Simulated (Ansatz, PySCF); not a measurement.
Se(Br)(GeH3) (BrGeH3Se), SMILES [GeH3][Se]Br. Atoms are numbered in the order given.

```xyz
6

Se     0.1030    -0.0539     1.0736
Br     0.3970    -1.5945    -0.6431
Ge    -0.5182     1.6694    -0.3971
H     -0.7972     2.8798     0.5052
H      0.6448     1.9410    -1.3548
H     -1.7739     1.2357    -1.1578
```
Charge 0, spin multiplicity 1.

The structure is a stationary point at ωB97X-D3(BJ)/def2-SVP. The structure was generated by enumeration, and PubChem lists no compound with its InChIKey, so it may never have been made.

Two levels are set side by side: PBE-D3(BJ)/def2-SVP (Ansatz, a first-principles code) and ωB97X-D3(BJ)/def2-SVP (PySCF). Each level has its own optimised geometry; the coordinates shown are those of the second. Frequencies come from the Hessian of PySCF at each geometry. Differences are taken from unrounded values.

```json
[
 {"quantity": "mean bond length (Å)", "ωB97X-D3(BJ)": "1.854"},
 {"quantity": "bond Se1–Br2 (Å)", "ωB97X-D3(BJ)": "2.325"},
 {"quantity": "bond Se1–Ge3 (Å)", "ωB97X-D3(BJ)": "2.349"},
 {"quantity": "bond Ge3–H4 (Å)", "ωB97X-D3(BJ)": "1.535"},
 {"quantity": "bond Ge3–H5 (Å)", "ωB97X-D3(BJ)": "1.531"},
 {"quantity": "bond Ge3–H6 (Å)", "ωB97X-D3(BJ)": "1.531"},
 {"quantity": "highest harmonic wavenumber (cm⁻¹)", "ωB97X-D3(BJ)": "2216"},
 {"quantity": "mean harmonic wavenumber (cm⁻¹)", "ωB97X-D3(BJ)": "933"},
 {"quantity": "zero-point energy (kcal/mol)", "ωB97X-D3(BJ)": "16.01"}
]
```

Q: What does PBE-D3(BJ) give, and how far is it from ωB97X-D3(BJ)? (The exact figures need the calculation; the answer reports its results.)

A: 
```
quantity                            PBE-D3(BJ)  PBE-D3(BJ) minus ωB97X-D3(BJ)
----------------------------------  ----------  -----------------------------
mean bond length (Å)                     1.880                          0.025
bond Se1–Br2 (Å)                         2.366                          0.040
bond Se1–Ge3 (Å)                         2.386                          0.037
bond Ge3–H4 (Å)                          1.552                          0.017
bond Ge3–H5 (Å)                          1.548                          0.017
bond Ge3–H6 (Å)                          1.548                          0.017
highest harmonic wavenumber (cm⁻¹)        2102                           -115
mean harmonic wavenumber (cm⁻¹)            873                            -60
zero-point energy (kcal/mol)             14.98                          -1.03
```

GGA bonds tend to be longer and softer than those of functionals with exact exchange. Differences between two approximate levels are no errors against the true value.
